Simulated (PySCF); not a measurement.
# Relaxation of singlet Hg(OH)₂

Computed with PBE0 in PySCF with Hg def2-TZVP with ECP60, O def2-TZVP, H def2-TZVP; scalar-relativistic core potentials, no spin–orbit coupling; density-fitted integrals. A (50,194) grid was used.

A hand-made bent (heavy-atom frame) start, with no symmetry imposed:

Coordinates in bohr (charge 0 multiplicity 1):
```
Hg    0.0000    0.0000   -0.3119
O     3.0340    0.0000    1.8126
O    -3.0340    0.0000    1.8126
H     3.9892   -1.3897    2.4815
H    -3.9892    1.3897    2.4815
```

Optimiser trace:
```csv
step,E − E(last) (kJ/mol),largest gradient (Eh/bohr)
0,203.67,0.03873
1,146.40,0.03213
2,96.69,0.04420
3,69.66,0.04013
4,37.95,0.03008
5,10.96,0.02491
6,2.53,0.00757
7,0.52,0.00558
8,0.04,0.00084
9,0.01,0.00031
10,0.01,0.00031
11,0.01,0.00102
12,0.00,0.00024
13,0.00,0.00025
```

It ends at C2 with Hg–O 1.958 Å (×2), O–H 0.967 Å (×2); H–O–Hg 109.2° (×2), O–Hg–O 177.0° (after a last refinement on a finer grid). A frequency run shows a minimum. Other isomers or separated fragments may lie lower.

Final geometry:
```xyz
5
charge 0 multiplicity 1, angstrom
Hg    0.0000    0.0000    0.0903
O     1.9575    0.0161    0.1413
O    -1.9575   -0.0161    0.1413
H     2.2916   -0.8058   -0.2422
H    -2.2916    0.8058   -0.2422
```

Spin–orbit coupling, left out here, can matter for elements this heavy.

The relaxation took of the order of 90 core-seconds on a shared host.
